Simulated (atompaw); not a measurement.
u(r) = r·R(r): atom against pseudo-atom (La)

Columns: radius, all-electron u(r) and pseudo u(r) of the 6s shell (level -3.68 eV) of lanthanum in the configuration [Kr] 4d10 4f0 5s2 5p6 5d1 6s2 6p0; PBE, scalar-relativistic, PAW (atompaw) scheme, atompaw 4.2.0.5.

```
r (bohr)  all-electron   pseudo
   0.088        0.0639  -0.0410
   0.175       -0.0920  -0.0809
   0.263       -0.0787  -0.1199
   0.351        0.0432  -0.1568
   0.438        0.1376  -0.1906
   0.526        0.1615  -0.2212
   0.614        0.1230  -0.2477
   0.702        0.0486  -0.2694
   0.789       -0.0362  -0.2854
   0.877       -0.1164  -0.2955
   0.965       -0.1814  -0.2992
   1.052       -0.2267  -0.2962
   1.140       -0.2526  -0.2863
   1.228       -0.2600  -0.2695
   1.315       -0.2515  -0.2465
   1.403       -0.2297  -0.2171
   1.491       -0.1973  -0.1823
   1.578       -0.1576  -0.1433
   1.666       -0.1120  -0.1002
   1.754       -0.0629  -0.0543
   1.842       -0.0122  -0.0066
   1.929        0.0383   0.0413
   2.017        0.0886   0.0899
   2.105        0.1373   0.1377
   2.192        0.1832   0.1833
   2.280        0.2271   0.2271
```

(1) How many radial nodes do the two functions have?

(2) Is the pseudo-wave norm-conserving?

Results:

(1) The all-electron 6s function has n − l − 1 = 5 (the table is too coarse to show those close to the nucleus); the pseudo-wave has 1, since 1 lower shell of the same l stays in the valence.

(2) No, it belongs to a PAW set: the norm inside the radius is not constrained, and the difference is carried by the augmentation charge.
